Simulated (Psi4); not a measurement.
Cl₃OV, singlet, geometry from GFN2-xTB (such geometries of metal compounds can be far from the true shape); HF/pcseg-1 (Psi4 1.11).

Here is a job for Psi4.
```
memory 2 GB

molecule mol {
0 1
V     0.237059   -0.102146   -0.112277
O     1.515889   -0.653182   -0.717962
Cl    0.630533    0.790386    1.638384
Cl   -0.590451    1.240319   -1.348911
Cl   -1.074168   -1.585128    0.200295
}

set {
  basis pcseg-1
  reference rhf
}

energy('scf')
print_variables()
```

The log (banner, timings and long lists left out):

```
   => Loading Basis Set <=

    Name: PCSEG-1
    Role: ORBITAL
    Keyword: BASIS

         ---------------------------------------------------------
                                   SCF
               by Justin Turney, Rob Parrish, Andy Simmonett
                          and Daniel G. A. Smith
                              RHF Reference
         ---------------------------------------------------------

  ==> Geometry <==

    Molecular point group: c1
    Full point group: C1

    Geometry (in Angstrom), charge = 0, multiplicity = 1:

       Center              X                  Y                   Z               Mass
    ------------   -----------------  -----------------  -----------------  -----------------
         V            0.236113745620    -0.101738684627    -0.111829210877    50.943957040000
         O            1.514943745620    -0.652774684627    -0.717514210877    15.994914619570
         CL           0.629587745620     0.790793315373     1.638831789123    34.968852682000
         CL          -0.591396254380     1.240726315373    -1.348463210877    34.968852682000
         CL          -1.075113254380    -1.584720684627     0.200742789123    34.968852682000

  Running in c1 symmetry.

  Rotational constants: A =      0.06507  B =      0.06507  C =      0.04541 [cm^-1]
  Rotational constants: A =   1950.74017  B =   1950.74001  C =   1361.21568 [MHz]
  Nuclear repulsion =  589.063966955204137

  Charge       = 0
  Multiplicity = 1
  Electrons    = 82
  Nalpha       = 41
  Nbeta        = 41

  ==> Algorithm <==

  SCF Algorithm Type is DF.
  DIIS enabled.
  MOM disabled.
  Fractional occupation disabled.
  Guess Type is SAD.
  Energy threshold   = 1.00e-06
  Density threshold  = 1.00e-06
  Integral threshold = 1.00e-12

  ==> Primary Basis <==

  Basis Set: PCSEG-1
    Blend: PCSEG-1
    Number of shells: 41
    Number of basis functions: 99
    Number of Cartesian functions: 108
    Spherical Harmonics?: true
    Max angular momentum: 3

   => Loading Basis Set <=

    Name: (PCSEG-1 AUX)
    Role: JKFIT
    Keyword: DF_BASIS_SCF

  ==> Integral Setup <==

  SCF_SUBTYPE=INCORE selected. In-core MEM_DF algorithm will be used.
  Using in-core AOs.

  ==> MemDFJK: Density-Fitted J/K Matrices <==

    J tasked:                   Yes
    K tasked:                   Yes
    wK tasked:                   No
    Algorithm:                 Core
    Schwarz Cutoff:           1E-12
    Mask sparsity (%):       2.4895
    Fitting Condition:        1E-10

   => Auxiliary Basis Set <=

  Basis Set: (PCSEG-1 AUX)
    Blend: DEF2-UNIVERSAL-JKFIT
    Number of shells: 197
    Number of basis functions: 725
    Number of Cartesian functions: 935
    Spherical Harmonics?: true
    Max angular momentum: 6

  Minimum eigenvalue in the overlap matrix is 9.0169877147E-03.
  Reciprocal condition number of the overlap matrix is 2.1703926322E-03.
    Using symmetric orthogonalization.

  ==> Pre-Iterations <==

  SCF Guess: Superposition of Atomic Densities via on-the-fly atomic UHF (no occupation information).

   -------------------------
    Irrep   Nso     Nmo
   -------------------------
     A         99      99
   -------------------------
    Total      99      99
   -------------------------

  ==> Iterations <==

                           Total Energy        Delta E     RMS |[F,P]|

   @DF-RHF iter SAD: -2395.75614834854514   -2.39576e+03   0.00000e+00
   @DF-RHF iter   1: -2395.58448725412700    1.71661e-01   9.05103e-03 ADIIS/DIIS
   @DF-RHF iter   2: -2392.81864080469450    2.76585e+00   3.14169e-02 ADIIS/DIIS
   @DF-RHF iter   3: -2395.90832798367819   -3.08969e+00   4.02532e-03 ADIIS/DIIS
   @DF-RHF iter   4: -2395.96392022156670   -5.55922e-02   5.39987e-04 ADIIS/DIIS
   @DF-RHF iter   5: -2395.96560314036333   -1.68292e-03   2.18444e-04 ADIIS/DIIS
   @DF-RHF iter   6: -2395.96608197114301   -4.78831e-04   1.26254e-04 ADIIS/DIIS
   @DF-RHF iter   7: -2395.96629541842094   -2.13447e-04   5.96419e-05 DIIS
   @DF-RHF iter   8: -2395.96640361058871   -1.08192e-04   2.54028e-05 DIIS
   @DF-RHF iter   9: -2395.96642973354801   -2.61230e-05   1.20921e-05 DIIS
   @DF-RHF iter  10: -2395.96643523407147   -5.50052e-06   6.23630e-06 DIIS
   @DF-RHF iter  11: -2395.96643633447366   -1.10040e-06   1.61630e-06 DIIS
   @DF-RHF iter  12: -2395.96643639641934   -6.19457e-08   5.30175e-07 DIIS
  Energy and wave function converged.

  ==> Post-Iterations <==

    Orbital Energies [Eh]
    ---------------------

    Doubly Occupied:

       1A   -201.770259     2A   -104.825964     3A   -104.825964
       4A   -104.825964     5A    -24.175390     6A    -20.639370
       7A    -20.345203     8A    -20.345203     9A    -20.342378
      10A    -10.577354    11A    -10.577353    12A    -10.577353
      13A     -8.056259    14A     -8.056259    15A     -8.056257
      16A     -8.053391    17A     -8.053391    18A     -8.053391
      19A     -8.053029    20A     -8.053029    21A     -8.053028
      22A     -3.433077    23A     -2.304272    24A     -2.276020
      25A     -2.276020    26A     -1.312956    27A     -1.137874
      28A     -1.120051    29A     -1.120050    30A     -0.648048
      31A     -0.632432    32A     -0.632432    33A     -0.580884
      34A     -0.580884    35A     -0.580332    36A     -0.548111
      37A     -0.548111    38A     -0.532848    39A     -0.488017
      40A     -0.488017    41A     -0.476288

    Virtual:

      42A     -0.016830    43A     -0.016830    44A      0.040714
      45A      0.040714    46A      0.058844    47A      0.083833
      48A      0.279184    49A      0.279184    50A      0.303768
      51A      0.381990    52A      0.454222    53A      0.454222
      54A      0.454464    55A      0.471228    56A      0.471228
      57A      0.497216    58A      0.539664    59A      0.539664
      60A      0.582808    61A      0.582808    62A      0.589422
      63A      0.598443    64A      0.732873    65A      0.732873
      66A      0.828590    67A      0.828590    68A      0.834456
      69A      0.909840    70A      0.929932    71A      0.929933
      72A      0.948010    73A      0.969105    74A      1.010669
      75A      1.010669    76A      1.082606    77A      1.082606
      78A      1.134001    79A      1.134001    80A      1.153623
      81A      1.196572    82A      1.314852    83A      1.314853
      84A      1.324381    85A      1.341958    86A      1.341958
      87A      2.024891    88A      2.349175    89A      2.349175
      90A      2.521033    91A      2.521033    92A      2.606737
      93A      3.043523    94A      3.108619    95A      3.108619
      96A      3.128853    97A      3.359478    98A      3.406069
      99A      3.406069

    Final Occupation by Irrep:
              A
    DOCC [    41 ]
    NA   [    41 ]
    NB   [    41 ]

  @DF-RHF Final Energy: -2395.96643639641934

   => Energetics <=

    Nuclear Repulsion Energy =            589.0639669552041369
    One-Electron Energy =               -4473.9954810738254309
    Two-Electron Energy =                1488.9650777222018405
    Total Energy =                      -2395.9664363964193399

Computation Completed

Properties will be evaluated at   0.000000,   0.000000,   0.000000 [a0]

Properties computed using the SCF density matrix

 Multipole Moments:

 ------------------------------------------------------------------------------------
     Multipole            Electronic (a.u.)      Nuclear  (a.u.)        Total (a.u.)
 ------------------------------------------------------------------------------------

 L = 1.  Multiply by 2.5417464519 to convert [e a0] to [Debye]
 Dipole X            :         -0.2619342           -0.1464611           -0.4083953
 Dipole Y            :          0.1128701            0.0631071            0.1759772
 Dipole Z            :          0.1240587            0.0693675            0.1934262
 Magnitude           :                                                    0.4849416

 ------------------------------------------------------------------------------------

  Variable Map:
  ----------------------------------------------------------------------------
  "CURRENT ENERGY"           =>   -2395.966436396419
  "CURRENT REFERENCE ENERGY" =>   -2395.966436396419
  "DD SOLVATION ENERGY"      =>       0.000000000000
  "HF KINETIC ENERGY"        =>    2398.411607007234
  "HF POTENTIAL ENERGY"      =>   -4794.378043403653
  "HF TOTAL ENERGY"          =>   -2395.966436396419
  "HF VIRIAL RATIO"          =>       1.998980504179
  "NUCLEAR REPULSION ENERGY" =>     589.063966955204
  "ONE-ELECTRON ENERGY"      =>   -4473.995481073825
  "PCM POLARIZATION ENERGY"  =>       0.000000000000
  "PE ENERGY"                =>       0.000000000000
  "SCF ITERATION ENERGY"     =>   -2395.966436396419
  "SCF ITERATIONS"           =>      12.000000000000
  "SCF TOTAL ENERGY"         =>   -2395.966436396419
  "TWO-ELECTRON ENERGY"      =>    1488.965077722202

  Array Variable Map:
  ----------------------------------------------------------------------------
  "CURRENT DIPOLE"           =>      -0.408395307657 ... 0.193426171178 1 by 3
  "SCF DIPOLE"               =>      -0.408395307657 ... 0.193426171178 1 by 3
  "SCF TOTAL ENERGIES"       =>   -2395.756148348545 ... -2395.966436396419 1 by 13
```
